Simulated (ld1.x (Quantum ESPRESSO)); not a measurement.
Ranking TM semilocal potentials for palladium

All share these settings but for the change named:

palladium, norm-conserving Troullier–Martins (semilocal form), made with ld1.x (Quantum ESPRESSO) 7.5 (PBE, scalar-relativistic). Core [Ar] 3d10 4s2, reference 4p6 4d8.5 5s0 5p0 (charge +1.5). Waves: 5s (bound, empty): rc 2.10 bohr; 4p (bound): rc 1.25 bohr; 4d (bound): rc 1.20 bohr. Local part: the d channel. Core correction: Bessel-smoothed model core inside 1.25 bohr.

Cutoff: the first of the cutoffs (Ry, on a coarse ladder) from which the occupation-weighted sum of valence levels, in a spherical-Bessel basis at the reference potential, stays within 10 and 1 mRy of its value at 400 Ry; the density cutoff is not measured.

The base gives 90 Ry.

Of 6 variants that were run, those that failed, showed a ghost or another fault, or gave nearly equal values are left out.

A variant can come out equal or close to the base.

Rank these variants from softest to hardest (loose cutoff).
A. all radii but the core radius scaled by about 0.89 (s 1.86, p 1.12, d 1.06 bohr)
B. all radii but the core radius scaled by about 1.19 (s 2.50, p 1.48, d 1.42 bohr)
C. all radii but the core radius scaled by about 1.05 (s 2.22, p 1.32, d 1.26 bohr)
D. all radii but the core radius scaled by about 1.36 (s 2.86, p 1.70, d 1.64 bohr)

D (60 Ry), B (70 Ry), C (80 Ry), A (140 Ry).
